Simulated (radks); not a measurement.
Results of a calculation; reference values are marked as such.
Mean orbital radii <r> (bohr) of neutral ruthenium, [Kr] 4d7 5s1, at several levels of relativity; Dirac values are averaged over j with weights 2j + 1. Spin-unpolarised spherical Kohn-Sham, PBE, point nucleus unless stated (finite: rms radius 4.4809 fm), a radial shooting solver on a logarithmic mesh with Libxc functionals. A level marked "c x" has the speed of light scaled by that factor and shares open shells by 2j + 1; other Dirac levels either fill j = l - 1/2 first or share by 2j + 1.

\begin{tabular}{lrrrrr}
shell & non-rel. & scalar-rel., finite nucleus & Dirac, 2j+1 shares & Dirac, low j first & change of magnitude, last against first (%) \\ \hline
1s & 0.03463 & 0.03344 & 0.03343 & 0.03343 & -3.45 \\
2s & 0.1509 & 0.1457 & 0.1453 & 0.1453 & -3.69 \\
2p & 0.1291 & 0.1270 & 0.1268 & 0.1268 & -1.82 \\
3s & 0.4148 & 0.4027 & 0.4024 & 0.4024 & -2.99 \\
3p & 0.4083 & 0.4030 & 0.4027 & 0.4027 & -1.36 \\
3d & 0.3836 & 0.3841 & 0.3842 & 0.3842 & +0.15 \\
4s & 1.048 & 1.019 & 1.019 & 1.019 & -2.78 \\
4p & 1.141 & 1.128 & 1.128 & 1.129 & -1.08 \\
4d & 1.677 & 1.702 & 1.703 & 1.705 & +1.67 \\
5s & 3.539 & 3.389 & 3.390 & 3.393 & -4.12 \\
5p (empty) & 5.413 & 5.317 & 5.314 & 5.322 & -1.69 \\
\end{tabular}
